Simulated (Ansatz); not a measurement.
`[CH3][SnH2][SiH3]` → `[CH2]` (triplet) + `[SiH3][SnH3]` at 700 K and 1 bar (formal loss of a carbene).

Gas-phase electronic energies from Ansatz, PBE0-D4/def2-TZVP geometries. CCSD(T)/CBS is the MP2 limit (def2-TZVPP, def2-QZVPP) plus CCSD(T) − MP2 in def2-TZVPP, frozen cores. This one scheme is used for every species. Triplets are unrestricted, without spin–orbit coupling. def2 core potentials past Kr. For Sn outer-core shells are correlated without core-valence functions, which leaves a few kJ/mol of doubt a bond.

| species | CCSD(T)/CBS energy (Eh) | H − E (kJ/mol) | S (J/(mol·K)) |
| --- | --- | --- | --- |
| `[CH3][SnH2][SiH3]` | -545.95552 | 276.6 | 485.0 |
| `[CH2]` (triplet) | -39.09499 | 70.4 | 226.8 |
| `[SiH3][SnH3]` | -506.68362 | 179.7 | 401.7 |

H − E and S are ideal-gas, rigid-rotor, harmonic terms from PBE0-D4/def2-TZVP, with the whole ground term of open shells counted as degenerate. 1 Eh = 2625.50 kJ/mol, R = 8.31446 J/(mol·K).

Question: By hand: ΔE, ΔH, ΔS and ΔG.

Answer: ΔE = (-39.09499) + (-506.68362) − (-545.95552) = 0.17691 Eh = 464.5 kJ/mol. Δ(H − E) = 70.4 + 179.7 − 276.6 = -26.5, so ΔH = 438.0 kJ/mol. ΔS = 226.8 + 401.7 − 485.0 = 143.5 J/(mol·K). ΔG = 438.0 − 700 × (143.5)/1000 = 337.6 kJ/mol.

Question: By hand: the equilibrium constant, and the temperature at which ΔG would vanish if ΔH and ΔS stayed fixed.

Answer: log₁₀ K = −ΔG/(RT ln 10) = -25.2. ΔG = 0 at ΔH/ΔS = 3052 K, far beyond where these terms or the molecules hold.

The number of gas molecules changes by +1, which sets the sign of ΔS. A doubt of 5 kJ/mol in ΔE shifts log₁₀ K by 0.4 here. A triplet takes part, so the spin changes. These are equilibria of isolated gas molecules and say nothing of rates. Largest T1 diagnostic: 0.013 (customary marks: 0.02 for closed shells, 0.045 for open ones).
